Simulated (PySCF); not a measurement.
## `c1(F)cc(C)nnc1C`, C6H7FN2

Molfile (atoms numbered from 1):
```
C6H7FN2
     RDKit          3D

 16 16  0  0  0  0  0  0  0  0999 V2000
    2.8141   -0.3263   -0.3669 C   0  0  0  0  0  0  0  0  0  0  0  0
    1.3333   -0.2055   -0.2280 C   0  0  0  0  0  0  0  0  0  0  0  0
    0.7557    0.6807    0.6945 C   0  0  0  0  0  0  0  0  0  0  0  0
   -0.6159    0.7065    0.7347 C   0  0  0  0  0  0  0  0  0  0  0  0
   -1.2599    1.5249    1.5881 F   0  0  0  0  0  0  0  0  0  0  0  0
   -1.3488   -0.1304   -0.1223 C   0  0  0  0  0  0  0  0  0  0  0  0
   -2.8392   -0.1482   -0.1244 C   0  0  0  0  0  0  0  0  0  0  0  0
   -0.7085   -0.9286   -0.9551 N   0  0  0  0  0  0  0  0  0  0  0  0
    0.5881   -0.9661   -1.0085 N   0  0  0  0  0  0  0  0  0  0  0  0
    3.2454    0.6330   -0.6472 H   0  0  0  0  0  0  0  0  0  0  0  0
    3.2576   -0.6336    0.5785 H   0  0  0  0  0  0  0  0  0  0  0  0
    3.0447   -1.0626   -1.1305 H   0  0  0  0  0  0  0  0  0  0  0  0
    1.3521    1.3088    1.3377 H   0  0  0  0  0  0  0  0  0  0  0  0
   -3.2123   -0.4208    0.8618 H   0  0  0  0  0  0  0  0  0  0  0  0
   -3.2244    0.8420   -0.3636 H   0  0  0  0  0  0  0  0  0  0  0  0
   -3.1896   -0.8649   -0.8601 H   0  0  0  0  0  0  0  0  0  0  0  0
  1  2  1  0
  2  3  2  0
  3  4  1  0
  4  5  1  0
  4  6  2  0
  6  7  1  0
  6  8  1  0
  8  9  2  0
  9  2  1  0
  1 10  1  0
  1 11  1  0
  1 12  1  0
  3 13  1  0
  7 14  1  0
  7 15  1  0
  7 16  1  0
M  END
```

Method: GIAO BHandHLYP/pcSseg-1 magnetisability, rotational g tensor and spin-rotation constants, non-relativistic, gas phase (PySCF 2.14.0). Geometry: GFN2-xTB.

(1) What are the magnetisability and the molar susceptibility?

(2) Split it along the inertial axes a, b, c into diamagnetic and paramagnetic parts about the centre of mass, with the quadrupole moment.

(3) And the rotational g tensor?

## Answers

(1) Isotropic -1200 × 10⁻³⁰ J/T², or -72.2 × 10⁻⁶ cm³/mol; principal values -1840, -908, -850 × 10⁻³⁰ J/T², anisotropy 963 × 10⁻³⁰ J/T² (root of half the summed squared differences of the principal values). The susceptibility is in cgs units.

(2) 
```tsv
axis	χ (10⁻⁶ cm³/mol)	diamagnetic (10⁻⁶ cm³/mol)	paramagnetic (10⁻⁶ cm³/mol)	summed x² of all electrons (Å²)	quadrupole Θ (D Å)
a	-54.0	-470.9	416.8	221.3	+8.07
b	-51.8	-998.2	946.4	97.0	-8.44
c	-110.8	-1350.0	1239.2	14.0	+0.37
```
Anisotropies 2χaa − χbb − χcc = +54.6 and 2χbb − χaa − χcc = +61.2 × 10⁻⁶ cm³/mol. Θ is traceless in Buckingham's convention.

(3) 
```csv
axis,rotational constant (GHz),g,nuclear part,electronic part
a,3.0962,-0.0638,0.5425,-0.6063
b,1.3660,-0.0233,0.5840,-0.6073
c,0.9591,+0.0079,0.5662,-0.5583
```
Asymmetric top; isotopes 12C, 19F, 1H, 14N; no vibrational averaging.
